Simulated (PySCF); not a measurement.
C3H9BO2, SMILES COB(C)CO.

Coordinates come from a B3LYP-D3(BJ)/def2-SVP optimisation. The structure was generated by enumeration, and PubChem lists no compound with its InChIKey, so it may never have been made. One conformer was computed; it need not be the lowest.

Two levels are set side by side: PBE/def2-TZVP (PySCF) and HF/def2-TZVP (PySCF). Same geometry, gas phase. Differences are taken from unrounded values.

```
quantity                         HF
---------------------------  ------
orbital gap (eV)              14.59
highest occupied level (eV)  -11.43
lowest empty level (eV)        3.15
dipole moment (D)              0.99
mean polarisability (bohr³)    54.1
```

### Question
What does PBE give, and how far is it from HF? (Estimate from the structure and the level; the computed values follow.)

### Answer

```csv
quantity,PBE,PBE minus HF
orbital gap (eV),5.44,-9.15
highest occupied level (eV),-5.95,5.48
lowest empty level (eV),-0.51,-3.66
dipole moment (D),0.98,-0.01
mean polarisability (bohr³),61.4,7.3
```

PBE's occupied levels lie high since its potential decays too fast outside the molecule; exact exchange lowers them and widens the gap. PBE's more diffuse valence density responds more strongly to a field. Differences between two approximate levels are no errors against the true value.

Rough cost on one machine, each run with all the roots and properties that it gave: HF against PBE about 1/3.
